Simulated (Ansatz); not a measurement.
Consider the cleavage of the Si–B bond: `COB(C)[SiH3]` + `C=C=C(O)Cl` → `C=C=C(Cl)O[SiH3]` + `CBOC`.

Calculated with Ansatz (gas phase, PBE0-D4/def2-TZVP geometries, no zero-point term in ΔE). CBS: MP2 limit from def2 TZ/QZ plus the TZ coupled-cluster correction, frozen cores. Functionals use def2-TZVPP. HSE06 is defined as in plane-wave codes. One conformer a species, not always the lowest.

```
   level  ΔE (kcal/mol)
  PBE-D4          -20.6
HSE06-D4          -22.4
PBE-QIDH          -25.6
    PBE0          -22.6
```

Problem. What does CCSD(T)/CBS give? (Best estimate.)

Solution. The calculation gave: -26.4 kcal/mol. The listed levels differ from it by 5.8, 4.0, 0.8, 3.8 kcal/mol.

Largest T1 diagnostic among the species: 0.014.

In def2-TZVPP, CCSD(T) changes the Hartree–Fock value by +6.1 kcal/mol (the triples alone add +0.8 kcal/mol) and MP2 by +3.8 kcal/mol. From r2SCAN to r2SCAN0 (25 % exact exchange), in def2-TZVPP and without D4, ΔE moves by −0.9 kcal/mol. At CCSD(T), def2-SVP lies +1.9 kcal/mol from the extrapolated value and def2-TZVPP +0.3 kcal/mol.

CCSD(T)/CBS has its own doubt, a few kJ/mol and more with outer-core shells, so smaller differences from it don't rank the levels.
